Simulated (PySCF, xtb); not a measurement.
C3H5Cl2FSi, SMILES Cl[Si](F)(Cl)CC=C. One conformer was computed; it need not be the lowest.

Harmonic wavenumbers (cm⁻¹) from GFN2-xTB run with xtb at its own minimum, in rising order: 28, 53, 107, 133, 146, 201, 211, 292, 400, 450, 550, 609, 767, 796, 799, 895, 952, 1021, 1051, 1173, 1221, 1295, 1409, 1446, 1715, 2962, 2982, 3064, 3104, 3135.

**Question.** What does PBE-D3(BJ)/def2-SVP (PySCF 2.14.0) give at its own minimum? (An estimate is asked for; the answer gives what the named calculation found.)

**Answer.** 44, 53, 125, 162, 178, 246, 255, 304, 398, 461, 590, 606, 752, 766, 886, 893, 920, 983, 1012, 1140, 1164, 1270, 1353, 1384, 1667, 2976, 3042, 3073, 3088, 3176. Paired by order, the mean absolute difference is 31 cm⁻¹ and the zero-point energies are 47.1 and 47.1 kcal/mol.
